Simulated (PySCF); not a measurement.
Species: p-toluidine, C₇H₉N.
Bonds: C1–C2, C2–C3 (aromatic), C3–C4 (aromatic), C4–C5 (aromatic), C5–N6, C5–C7 (aromatic), C7–C8 (aromatic), C2–C8 (aromatic). Hydrogens: H9, H10, H11 on C1; H12 on C3; H13 on C4; H14, H15 on N6; H16 on C7; H17 on C8.

Definitions: NICS(0) = −σiso at the ring centroid; NICS(1) = −σiso and NICS(1)zz = −σzz at ±1 Å along the ring normal z. Level: GIAO PBE0/pcSseg-2 (PySCF, non-relativistic, gas phase) on the PBE0-D3(BJ)/def2-TZVP geometry, one conformer.

Ring bond lengths (Å), with Mayer bond orders in brackets: C2–C3 1.390 (1.35), C3–C4 1.385 (1.46), C4–C5 1.394 (1.36), C5–C7 1.396 (1.35), C7–C8 1.383 (1.47), C8–C2 1.392 (1.38).

Task: What do the NICS probes read (ppm)?

Result: 
| ring | type | NICS(0) | NICS(1), two faces | NICS(1)zz, two faces | rms pucker (Å) | centre to ring atoms, mean (Å) |
| --- | --- | --- | --- | --- | --- | --- |
| C2–C3–C4–C5–C7–C8 | 6-membered carbocycle; formal bonds all aromatic | -8.1 | -8.8 / -8.8 | -24.7 / -24.7 | 0.00 | 1.39 |

Task: What do they say, and how far can they be read as aromaticity?

Result: 
- C2–C3–C4–C5–C7–C8: mean NICS(1)zz -24.7 ppm, shielded, aromatic by this magnetic criterion (flat ring, no four-coordinate atom).

Task: How equal are the bonds by HOMA? Use HOMA with the parameters of Krygowski (1993).

Result: 
- C2–C3–C4–C5–C7–C8: HOMA 0.99 = 1 − EN − GEO, with mean bond length 1.390 Å, EN = α(Ropt − mean)² = 0.001 and GEO = α × variance = 0.006. The geometric and the magnetic index point the same way.

Task: List the ring angles and the Hirshfeld charges of the ring atoms.

Result: 
- C2–C3–C4–C5–C7–C8: C2 117.2° (-0.012 e), C3 121.8° (-0.057 e), C4 120.6° (-0.078 e), C5 118.0° (+0.042 e), C7 120.7° (-0.077 e), C8 121.7° (-0.057 e); sum 720.0° against 720° for a flat convex ring.

Task: How shielded are the nuclei of the rings and their hydrogens (means over atoms taken as equivalent)?

Result: 
```csv
atoms,environment,σ isotropic (ppm)
C2,substituted aromatic carbon,50.3
C3 (×2),aromatic CH carbon,46.1
C4 (×2),aromatic CH carbon,64.6
C5,aromatic carbon bearing nitrogen,31.0
H12 (×2),aromatic hydrogen,24.26
H13 (×2),aromatic hydrogen,24.78
```

Time: 84 s wall, 3.2 min CPU (with the writing of density and orbital grids); peak memory 2.5 GiB. Hardware: 2 threads of an Intel Xeon Platinum 8259CL at 2.50 GHz (shared host). This is the whole shielding run at PBE0/pcSseg-2, SCF included.

Conformer computed: `[CH3:1][c:2]1[cH:3][cH:4][c:5]([NH2:6])[cH:7][cH:8]1`: H–N6–C5–C4 25°, H–N6–C5–C4 157°.
